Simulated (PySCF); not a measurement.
PySCF job for ammonium (H4N), SMILES [NH4+], charge +1, TDDFT-PBE0/def2-TZVPD. Coordinates come from a B3LYP-D3(BJ)/def2-TZVPD optimisation.

```python
import numpy as np
from pyscf import gto, scf, dft, tdscf

mol = gto.M(
    atom='''
    N     0.00000000    0.00000000    0.00000000
    H     0.59184233   -0.59184233    0.59184233
    H    -0.59184233   -0.59184233   -0.59184233
    H    -0.59184233    0.59184233    0.59184233
    H     0.59184233    0.59184233   -0.59184233
    ''',
    basis='def2-TZVPD',
    charge=1,
    spin=0,
    symmetry=True,
    max_memory=1600,
    verbose=4,
)
mf = dft.RKS(mol, xc='pbe0').density_fit(auxbasis='def2-universal-jkfit')
mf.grids.level = 3
mf.conv_tol = 1e-9
mf.max_cycle = 100
mf.kernel()
mf.grids = dft.Grids(mol).set(level=1).build(with_non0tab=True)  # coarser grid for the response kernel
td = tdscf.TDDFT(mf)
td.singlet = True
td.nstates = 10
td.conv_tol = 1e-4
td.positive_eig_threshold = 1e-6
td.kernel(x0=td.get_init_guess(mf, 15))
td.analyze()
tt = tdscf.TDA(mf)
tt.singlet = False
tt.nstates = 4
tt.conv_tol = 1e-4
tt.positive_eig_threshold = 1e-6
tt.kernel(x0=tt.get_init_guess(mf, 9))
tt.analyze(verbose=3)
```

Program output:

```
PySCF version 2.14.0

[INPUT] verbose = 4
[INPUT] num. atoms = 5
[INPUT] num. electrons = 10
[INPUT] charge = 1
[INPUT] spin (= nelec alpha-beta = 2S) = 0
[INPUT] symmetry True subgroup None
[INPUT] Mole.unit = angstrom
[INPUT] Symbol           X                Y                Z      unit          X                Y                Z       unit  Magmom
[INPUT]  1 N      0.000000000000   0.000000000000   0.000000000000 AA    0.000000000000   0.000000000000   0.000000000000 Bohr   0.0
[INPUT]  2 H      0.591842330000  -0.591842330000   0.591842330000 AA    1.118419912624  -1.118419912624   1.118419912624 Bohr   0.0
[INPUT]  3 H     -0.591842330000  -0.591842330000  -0.591842330000 AA   -1.118419912624  -1.118419912624  -1.118419912624 Bohr   0.0
[INPUT]  4 H     -0.591842330000   0.591842330000   0.591842330000 AA   -1.118419912624   1.118419912624   1.118419912624 Bohr   0.0
[INPUT]  5 H      0.591842330000   0.591842330000  -0.591842330000 AA    1.118419912624   1.118419912624  -1.118419912624 Bohr   0.0

nuclear repulsion = 16.3508604187465
point group symmetry = Td, use subgroup D2
symmetry origin: [0. 0. 0.]
symmetry axis x: [ 1.00000000e+00  9.61481343e-17 -2.88444403e-16]
symmetry axis y: [-9.61481343e-17  1.00000000e+00  9.61481343e-17]
symmetry axis z: [ 2.88444403e-16 -9.61481343e-17  1.00000000e+00]
num. orbitals of irrep A = 22
num. orbitals of irrep B1 = 17
num. orbitals of irrep B2 = 17
num. orbitals of irrep B3 = 17
number of shells = 33
number of NR pGTOs = 96
number of NR cGTOs = 73
basis = def2-TZVPD
ecp = {}


******** <class 'pyscf.df.df_jk.DFSymAdaptedRKS'> ********
method = DFSymAdaptedRKS
initial guess = minao
damping factor = 0
level_shift factor = 0
DIIS = <class 'pyscf.scf.diis.CDIIS'>
diis_start_cycle = 1
diis_space = 8
diis_damp = 0
SCF conv_tol = 1e-09
SCF conv_tol_grad = None
SCF max_cycles = 100
direct_scf = False
XC library pyscf.dft.libxc version 7.1.2
    S. Lehtola, C. Steigemann, M. J. T. Oliveira, and M. A. L. Marques,  SoftwareX 7, 1–5 (2018)
XC functionals = pbe0
    C. Adamo and V. Barone,  J. Chem. Phys. 110, 6158 (1999)
    M. Ernzerhof and G. E. Scuseria,  J. Chem. Phys. 110, 5029 (1999)
radial grids:
    Treutler-Ahlrichs [JCP 102, 346 (1995); DOI:10.1063/1.469408] (M4) radial grids

becke partition: Becke, JCP 88, 2547 (1988); DOI:10.1063/1.454033
pruning grids: <function nwchem_prune>
grids dens level: 3
symmetrized grids: True
atomic radii adjust function: <function treutler_atomic_radii_adjust>
small_rho_cutoff = 0
Freeze 0 electrons in irreps []
    10 free electrons in irreps A B1 B2 B3
Set gradient conv threshold to 3.16228e-05
Initial guess from minao.
tot grids = 53136
******** <class 'pyscf.df.df.DF'> ********
auxbasis = def2-universal-jkfit
init E= -57.0820350669751
HOMO (B2) = -0.537021492917196  LUMO (A) = -0.0241785998795621  gap/eV = 13.95517
cycle= 1 E= -56.8483306998315  delta_E= 0.234  |g|= 0.127  |ddm|= 1.21
HOMO (B3) = -0.855185162659997  LUMO (A) = -0.229967909629647  gap/eV = 17.01303
cycle= 2 E= -56.8538058774758  delta_E= -0.00548  |g|= 0.0342  |ddm|= 0.158
HOMO (B1) = -0.832008905686994  LUMO (A) = -0.220206221281334  gap/eV = 16.64800
cycle= 3 E= -56.8538087222521  delta_E= -2.84e-06  |g|= 0.036  |ddm|= 0.0399
HOMO (B3) = -0.836995058358507  LUMO (A) = -0.221205999868562  gap/eV = 16.75647
cycle= 4 E= -56.8540489148379  delta_E= -0.00024  |g|= 0.000587  |ddm|= 0.0135
HOMO (B3) = -0.837097827762137  LUMO (A) = -0.221160157424436  gap/eV = 16.76052
cycle= 5 E= -56.8540489850206  delta_E= -7.02e-08  |g|= 3.9e-05  |ddm|= 0.0003
HOMO (B3) = -0.837081542568414  LUMO (A) = -0.221147810100184  gap/eV = 16.76041
cycle= 6 E= -56.8540489854172  delta_E= -3.97e-10  |g|= 1.81e-06  |ddm|= 3.58e-05
HOMO (B1) = -0.837081992943764  LUMO (A) = -0.221147905363868  gap/eV = 16.76042
Extra cycle  E= -56.854048985416  delta_E= 1.24e-12  |g|= 1.67e-06  |ddm|= 3.75e-06
converged SCF energy = -56.854048985416
tot grids = 15008
Overwritten attributes  positive_eig_threshold  of <class 'pyscf.tdscf.rks.TDDFT'>


******** <class 'pyscf.tdscf.rks.TDDFT'> for <class 'pyscf.df.df_jk.DFSymAdaptedRKS'> ********
nstates = 10 singlet
deg_eia_thresh = 1.000e-03
wfnsym = None
conv_tol = 0.0001
eigh lindep = 1e-12
eigh level_shift = 0
eigh max_cycle = 100


Excitation energies (eV)
[15.06359563 15.06359563 15.06359563 16.93329628 16.93329628 16.93329628
 17.15127674 17.15127674 17.43144574 17.43144574]

** Singlet excitation energies and oscillator strengths **
Excited State   1:   B1     15.06360 eV     82.31 nm  f=0.1460
       3 -> 6        -0.70579
Excited State   2:   B3     15.06360 eV     82.31 nm  f=0.1460
       5 -> 6        -0.70579
Excited State   3:   B2     15.06360 eV     82.31 nm  f=0.1460
       4 -> 6        -0.70579
Excited State   4:   B2     16.93330 eV     73.22 nm  f=0.0000
       3 -> 9         0.49208
       5 -> 7        -0.49208
Excited State   5:   B3     16.93330 eV     73.22 nm  f=0.0000
       3 -> 8        -0.49208
       4 -> 7        -0.49208
Excited State   6:   B1     16.93330 eV     73.22 nm  f=0.0000
       4 -> 9        -0.49208
       5 -> 8        -0.49208
Excited State   7:    A     17.15128 eV     72.29 nm  f=0.0000
       3 -> 7        -0.57311
       4 -> 8        -0.28655
       5 -> 9         0.28655
Excited State   8:    A     17.15128 eV     72.29 nm  f=0.0000
       4 -> 8         0.49633
       5 -> 9         0.49633
Excited State   9:   B2     17.43145 eV     71.13 nm  f=0.1649
       3 -> 9        -0.48394
       3 -> 12       -0.10085
       5 -> 7        -0.48394
       5 -> 10       -0.10085
Excited State  10:   B3     17.43145 eV     71.13 nm  f=0.1649
       3 -> 8         0.48394
       3 -> 11        0.10085
       4 -> 7        -0.48394
       4 -> 10       -0.10085

** Transition electric dipole moments (AU) **
state          X           Y           Z        Dip. S.      Osc.
  1         0.0000      0.0000     -0.6291      0.3957      0.1460
  2        -0.6291     -0.0000      0.0000      0.3957      0.1460
  3        -0.0000     -0.6291      0.0000      0.3957      0.1460
  4        -0.0000     -0.0000     -0.0000      0.0000      0.0000
  5         0.0000     -0.0000     -0.0000      0.0000      0.0000
  6        -0.0000     -0.0000     -0.0000      0.0000      0.0000
  7         0.0000     -0.0000     -0.0000      0.0000      0.0000
  8        -0.0000      0.0000     -0.0000      0.0000      0.0000
  9        -0.0000     -0.6213      0.0000      0.3860      0.1649
 10        -0.6213     -0.0000      0.0000      0.3860      0.1649

** Transition velocity dipole moments (imaginary part, AU) **
state          X           Y           Z        Dip. S.      Osc.
  1        -0.0000      0.0000     -0.3491      0.1219      0.1468
  2        -0.3491     -0.0000      0.0000      0.1219      0.1468
  3        -0.0000     -0.3491      0.0000      0.1219      0.1468
  4        -0.0000     -0.0000      0.0000      0.0000      0.0000
  5         0.0000     -0.0000      0.0000      0.0000      0.0000
  6         0.0000      0.0000     -0.0000      0.0000      0.0000
  7         0.0000     -0.0000      0.0000      0.0000      0.0000
  8        -0.0000     -0.0000      0.0000      0.0000      0.0000
  9        -0.0000     -0.3963      0.0000      0.1571      0.1635
 10        -0.3963      0.0000      0.0000      0.1571      0.1635

** Transition magnetic dipole moments (imaginary part, AU) **
state          X           Y           Z
  1        -0.0000     -0.0000      0.0000
  2        -0.0000      0.0000     -0.0000
  3         0.0000     -0.0000      0.0000
  4        -0.0000     -0.5748     -0.0000
  5         0.5748      0.0000     -0.0000
  6         0.0000     -0.0000     -0.5748
  7        -0.0000     -0.0000      0.0000
  8        -0.0000     -0.0000      0.0000
  9        -0.0000      0.0000      0.0000
 10         0.0000      0.0000      0.0000
Overwritten attributes  positive_eig_threshold  of <class 'pyscf.tdscf.rks.TDA'>


******** <class 'pyscf.tdscf.rks.TDA'> for <class 'pyscf.df.df_jk.DFSymAdaptedRKS'> ********
nstates = 4 triplet
deg_eia_thresh = 1.000e-03
wfnsym = None
conv_tol = 0.0001
eigh lindep = 1e-12
eigh level_shift = 0
eigh max_cycle = 100


Excitation energies (eV)
[14.09262751 14.09262751 14.09262751 14.97167563]

** Triplet excitation energies and oscillator strengths **
Excited State   1:   B2     14.09263 eV     87.98 nm  f=0.0000
Excited State   2:   B3     14.09263 eV     87.98 nm  f=0.0000
Excited State   3:   B1     14.09263 eV     87.98 nm  f=0.0000
Excited State   4:    A     14.97168 eV     82.81 nm  f=0.0000
```

The calculation finished and met its thresholds.

Cost: very roughly 13 core-seconds.
